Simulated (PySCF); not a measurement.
**C₆ coefficients of unlike pairs at UHF**

Calculated with PySCF 2.14 from the dipole response of each species, C₆(A,B) = (3/π) ∫ α_A(iu) α_B(iu) du, in atomic units, from isotropic polarisabilities. For ions this is the dispersion term alone; charge-induced terms of lower order in 1/R come first.

| species | configuration | basis | relativity | α (bohr³) | C₆ (like pair) |
| --- | --- | --- | --- | --- | --- |
| Mg²⁺ | [Ne] (1S) | x2c-TZVPPall with one added diffuse shell each of s, p, d type (6s5p4d) | spin-free X2C | 0.3333 | 0.3107 |
| Ga⁺ | [Ar] 3d10 4s2 (1S) | aug-cc-pV5Z-PP with ECP10MDF (8s7p6d4f3g2h) | core potential | 21.23 | 112.0 |
| Nb⁺ | [Kr] 4d4 (5D) | x2c-TZVPPall with one added diffuse shell each of s, p, d, f type (9s7p7d3f1g) | spin-free X2C | 23.12 | 146.9 |
| Sb⁺ | [Kr] 4d10 5s2 5p2 (3P) | aug-cc-pwCVTZ-PP with ECP28MDF (8s7p6d4f1g) | core potential | 25.79 | 215.8 |

Q: Estimate C₆ for Sb⁺ with Nb⁺.

A: The integral gives 177.5. The combination rule 2 C_A C_B / (C_A α_B/α_A + C_B α_A/α_B) gives 177.4 and the geometric mean 178.0.

No spin-orbit coupling is included.

The other pairs:

| pair | C₆ |
| --- | --- |
| Nb⁺, Mg²⁺ | 4.687 |
| Ga⁺, Mg²⁺ | 3.580 |
| Nb⁺, Ga⁺ | 126.7 |
| Sb⁺, Ga⁺ | 154.2 |
| Sb⁺, Mg²⁺ | 5.544 |
